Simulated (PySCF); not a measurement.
Si(I)2(OH)2 (H₂I₂O₂Si), SMILES O[Si](O)(I)I. Heavy atoms are numbered as in [OH:1][Si:2]([OH:3])([I:4])[I:5]. Hydrogens are named by the atom that carries them.

Coordinates come from a PBE-D3(BJ)/def2-SVP optimisation. This is a generated structure with no PubChem entry under its InChIKey; it may be hypothetical. The def2 effective core potentials stand for the cores of I; spin–orbit coupling is left out. One conformer was computed; it need not be the lowest.

Computed with CAM-B3LYP/def2-TZVP (PySCF).

Atomic charges (e), one atom of each kind:

| atom | Mulliken | Löwdin |
|---|---|---|
| O1 (OH) | -0.48 | ? |
| Si2 | 0.55 | ? |
| I4 | -0.13 | ? |
| H on O1 | 0.33 | ? |

Some entries are withheld; supply them. (An estimate is asked for; the answer gives what the named calculation found.)


- O1 (OH), Löwdin: -0.12
- Si2, Löwdin: -0.50
- I4, Löwdin: 0.18
- H on O1, Löwdin: 0.19

Give the Mayer and Wiberg (Löwdin basis) orders of the bonds. (Estimate from the structure and the level; the computed values follow.)


```json
[
 {"bond": "O1–Si2", "Mayer": "1.24", "Wiberg": "1.68"},
 {"bond": "Si2–O3", "Mayer": "1.24", "Wiberg": "1.68"},
 {"bond": "Si2–I4", "Mayer": "1.14", "Wiberg": "1.61"},
 {"bond": "Si2–I5", "Mayer": "1.14", "Wiberg": "1.61"}
]
```
